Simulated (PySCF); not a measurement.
A calculated (UHF, PySCF 2.14, cc-pVTZ-DK, the spin-free X2C one-electron Hamiltonian (Gaussian nucleus)) atom or ion has these occupied shells.

```json
{"shell": "1s α", "electrons": "1", "orbital energy (eV)": "-6064.3", "rms radius, mean of both spins (bohr)": "0.0734"}
{"shell": "1s β", "electrons": "1", "orbital energy (eV)": "-6064.3", "rms radius, mean of both spins (bohr)": "0.0734"}
{"shell": "2s α", "electrons": "1", "orbital energy (eV)": "-746.97", "rms radius, mean of both spins (bohr)": "0.316"}
{"shell": "2s β", "electrons": "1", "orbital energy (eV)": "-744.46", "rms radius, mean of both spins (bohr)": "0.316"}
{"shell": "2p α", "electrons": "3", "orbital energy (eV)": "-628.31", "rms radius, mean of both spins (bohr)": "0.287"}
{"shell": "2p β", "electrons": "3", "orbital energy (eV)": "-625.76", "rms radius, mean of both spins (bohr)": "0.287"}
{"shell": "3s α", "electrons": "1", "orbital energy (eV)": "-117.68", "rms radius, mean of both spins (bohr)": "0.965"}
{"shell": "3s β", "electrons": "1", "orbital energy (eV)": "-109.28", "rms radius, mean of both spins (bohr)": "0.965"}
{"shell": "3p α", "electrons": "3", "orbital energy (eV)": "-83.586", "rms radius, mean of both spins (bohr)": "1.04"}
{"shell": "3p β", "electrons": "3", "orbital energy (eV)": "-73.301", "rms radius, mean of both spins (bohr)": "1.04"}
{"shell": "3d α", "electrons": "4", "orbital energy (eV)": "-32.420", "rms radius, mean of both spins (bohr)": "1.33"}
```

Task: Name the element and its charge.

Result: Cr(2+) (chromium, charge +2), in [Ar] 3d4, high-spin 5D determinant.
